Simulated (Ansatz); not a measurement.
`BrBBr` + CH₃NH₂ → `CNBBr` + HBr at 700 K and 1 bar (ligand exchange at a B–Br bond).

Computed with Ansatz on PBE0-D4/def2-TZVP structures; ΔE is electronic, products minus reactants. CBS: MP2 limit from def2 TZ/QZ plus the TZ coupled-cluster correction, frozen cores. For Br outer-core shells are correlated without core-valence functions, which leaves a few kJ/mol of doubt a bond. Scalar relativity is left out up to krypton. Each species was taken in one conformer, which may not be the lowest.

```tsv
species	CCSD(T)/CBS energy (Eh)	H − E (kJ/mol)	S (J/(mol·K))
`BrBBr`	-5172.09209	73.9	343.5
CH₃NH₂	-95.75281	207.6	296.6
`CNBBr`	-2693.95268	242.1	403.1
HBr	-2573.91920	36.5	223.7
```

H − E and S are ideal-gas, rigid-rotor, harmonic terms from PBE0-D4/def2-TZVP, for one conformer and one mirror image of each species. 1 Eh = 2625.50 kJ/mol, R = 8.31446 J/(mol·K).

Problem. By hand: ΔE, ΔH, ΔS and ΔG.

Solution. ΔE = (-2693.95268) + (-2573.91920) − (-5172.09209) − (-95.75281) = -0.02698 Eh = -70.8 kJ/mol. Δ(H − E) = 242.1 + 36.5 − 73.9 − 207.6 = -2.9, so ΔH = -73.7 kJ/mol. ΔS = 403.1 + 223.7 − 343.5 − 296.6 = -13.3 J/(mol·K). ΔG = -73.7 − 700 × (-13.3)/1000 = -64.4 kJ/mol.

Problem. By hand: the equilibrium constant, and the temperature at which ΔG would vanish if ΔH and ΔS stayed fixed.

Solution. log₁₀ K = −ΔG/(RT ln 10) = 4.8. ΔG = 0 at ΔH/ΔS = 5541 K, far beyond where these terms or the molecules hold.

The number of gas molecules stays the same, so ΔS is small and ΔH decides. A doubt of 5 kJ/mol in ΔE shifts log₁₀ K by 0.4 here. Other conformers and mirror images would add mixing entropy, several J/(mol·K) or more a flexible species. These are equilibria of isolated gas molecules and say nothing of rates. Largest T1 diagnostic: 0.010 (customary marks: 0.02 for closed shells, 0.045 for open ones).
